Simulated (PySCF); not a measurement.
Several molecules and their computed UV-vis stick spectra, shuffled. Theory: TDDFT CAM-B3LYP/def2-SVPD, vertical, gas phase, core orbitals frozen in the response in PySCF 2.14.0, density-fitted response routines. Geometries: GFN2-xTB; one conformer of each isolated species. Triplets are in the Tamm–Dancoff approximation.

A. `CC(C)CCCF`
B. `FC(F)(F)[C@@H](OC)F`
C. `CC#CC1=CC=CO1`
D. `C=C1C=C(C=O)C1=C`
E. `C#C[C@]12C=C[C@H](C=C1)C2`

Lowest singlet levels (six at most, fewer where fewer were computed) with oscillator strengths:

1. 5.15 eV (f 0.000); 6.13 eV (f 0.031); 6.62 eV (f 0.000); 6.67 eV (f 0.016); 6.74 eV (f 0.003); 6.86 eV (f 0.002); T1 3.52 eV
2. 8.78 eV (f 0.038); 8.99 eV (f 0.023); 9.07 eV (f 0.004); 9.15 eV (f 0.002); 9.24 eV (f 0.018); 9.35 eV (f 0.005); T1 8.61 eV
3. 8.57 eV (f 0.022); 9.20 eV (f 0.008); 9.54 eV (f 0.038); 9.62 eV (f 0.063); 9.71 eV (f 0.021); 10.14 eV (f 0.029); T1 8.29 eV
4. 5.17 eV (f 0.448); 5.65 eV (f 0.000); 5.90 eV (f 0.001); 6.03 eV (f 0.003); 6.57 eV (f 0.005); 6.58 eV (f 0.005); T1 3.32 eV
5. 3.40 eV (f 0.000); 4.15 eV (f 0.125); 4.72 eV (f 0.218); 5.90 eV (f 0.357); 6.21 eV (f 0.000); 6.49 eV (f 0.466); T1 2.39 eV

Question: Which spectrum belongs to which structure?

Answer: 1 = E, 2 = A, 3 = B, 4 = C, 5 = D.
- A: S1 at 8.78 eV, HOMO→LUMO (86%); Löwdin shares by element: HOMO carbon 59% or more (atoms not listed hold the other 41%); LUMO carbon 40% or more (atoms not listed hold the other 60%); HOMO -10.22 and LUMO 1.38 eV.
- B: S1 at 8.57 eV, HOMO→LUMO (87%), HOMO→LUMO+4 (8%); Löwdin shares by element: HOMO oxygen 59%, carbon 19% or more, hydrogen 6% or more (atoms not listed hold the other 16%); LUMO carbon 41% or more, hydrogen 22% or more (atoms not listed hold the other 38%); HOMO -10.72 and LUMO 1.08 eV.
- C: S1 at 5.17 eV, HOMO→LUMO (92%); Löwdin shares by element: HOMO carbon 65% or more (atoms not listed hold the other 35%); LUMO carbon 56% or more (atoms not listed hold the other 44%); HOMO -7.33 and LUMO 0.54 eV.
- D: S1 at 3.40 eV, HOMO-2→LUMO (92%); Löwdin shares by element: HOMO carbon 62% or more (atoms not listed hold the other 38%); LUMO carbon 55% or more, oxygen 18% (atoms not listed hold the other 27%); HOMO -8.43 and LUMO -1.60 eV; point group Cs, 2 of its 6 listed states under f = 0.0005.
- E: S1 at 5.15 eV, HOMO→LUMO (98%); Löwdin shares by element: HOMO carbon 86% or more; LUMO carbon 66% or more (atoms not listed hold the other 34%); HOMO -8.00 and LUMO 0.55 eV; point group Cs, 2 of its 6 listed states under f = 0.0005.
C and E have S1 within 0.02 eV of each other; their strongest listed levels stand at 5.17 eV (f 0.448) and 6.13 eV (f 0.031).
